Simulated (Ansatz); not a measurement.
`NB(F)F` + `CNC` → `CN(C)B(F)F` + NH₃ at 600 K and 1 bar (ligand exchange at a B–N bond).

Calculated with Ansatz (gas phase, PBE0-D4/def2-TZVP geometries, no zero-point term in ΔE). CCSD(T)/CBS is the MP2 limit (def2-TZVPP, def2-QZVPP) plus CCSD(T) − MP2 in def2-TZVPP, frozen cores. This one scheme is used for every species. Each species was taken in one conformer, which may not be the lowest.

```json
{"species": "`NB(F)F`", "CCSD(T)/CBS energy (Eh)": "-280.46129", "H − E (kJ/mol)": "134.4", "S (J/(mol·K))": "326.3"}
{"species": "`CNC`", "CCSD(T)/CBS energy (Eh)": "-135.00321", "H − E (kJ/mol)": "284.6", "S (J/(mol·K))": "333.5"}
{"species": "`CN(C)B(F)F`", "CCSD(T)/CBS energy (Eh)": "-358.96075", "H − E (kJ/mol)": "307.0", "S (J/(mol·K))": "425.7"}
{"species": "NH₃", "CCSD(T)/CBS energy (Eh)": "-56.50880", "H − E (kJ/mol)": "112.4", "S (J/(mol·K))": "219.5"}
```

H − E and S are ideal-gas, rigid-rotor, harmonic terms from PBE0-D4/def2-TZVP, for one conformer and one mirror image of each species. 1 Eh = 2625.50 kJ/mol, R = 8.31446 J/(mol·K).

Q: By hand: ΔE, ΔH, ΔS and ΔG.

A: ΔE = (-358.96075) + (-56.50880) − (-280.46129) − (-135.00321) = -0.00505 Eh = -13.3 kJ/mol. Δ(H − E) = 307.0 + 112.4 − 134.4 − 284.6 = 0.4, so ΔH = -12.9 kJ/mol. ΔS = 425.7 + 219.5 − 326.3 − 333.5 = -14.6 J/(mol·K). ΔG = -12.9 − 600 × (-14.6)/1000 = -4.1 kJ/mol.

Q: By hand: the equilibrium constant, and the temperature at which ΔG would vanish if ΔH and ΔS stayed fixed.

A: log₁₀ K = −ΔG/(RT ln 10) = 0.4. ΔG = 0 at ΔH/ΔS = 884 K, though so small a ΔS makes that figure unsure.

TΔS isn't small against ΔH here. The sign of ΔG lies within the doubt. A doubt of 5 kJ/mol in ΔE shifts log₁₀ K by 0.4 here. Other conformers and mirror images would add mixing entropy, several J/(mol·K) or more a flexible species. These are equilibria of isolated gas molecules and say nothing of rates. Largest T1 diagnostic: 0.011 (customary marks: 0.02 for closed shells, 0.045 for open ones).
